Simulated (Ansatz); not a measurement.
Species: Si2H4, charge 1, doublet. Si2H4+ (parent SMILES [SiH3][SiH], doublet).
B3LYP-D3(BJ)/def2-TZVP minimum from Ansatz (a program for electronic structure):
```xyz
6

Si     0.0386     1.0708     0.7238
H     -0.4059     2.3333     0.0597
Si    -0.0046    -0.9769    -0.5656
H      0.8962    -0.5855    -1.6698
H     -1.4401    -1.0113    -0.9154
H      0.4745    -2.0515     0.3119
```
Charge +1, spin multiplicity 2.

Total energies in aug-cc-pV(D+d)Z, 11 correlated electrons, 10 frozen orbitals. Open shells are spin-unrestricted; no spin-orbit coupling. Correlated methods leave the cores frozen. No relativity. The spin of H4Si2+ (parent SMILES [SiH][SiH3], doublet) was assumed, and the state is the lowest solution found for it.

```tsv
method	program	energy (Eh)	minus CCSDT(Q) (mEh)
HF	Ansatz	-579.86416	217.17
MP2	Ansatz	-580.02852	52.81
CCSD	Ansatz	-580.07411	7.22
CCSD(T)	Ansatz	-580.07969	1.64
CCSDT(Q)	Ansatz	-580.08133	0.00
```

Rough core times of Ansatz's runs on a shared machine: CCSD(T) under 20 s, CCSDT(Q) 10 min.
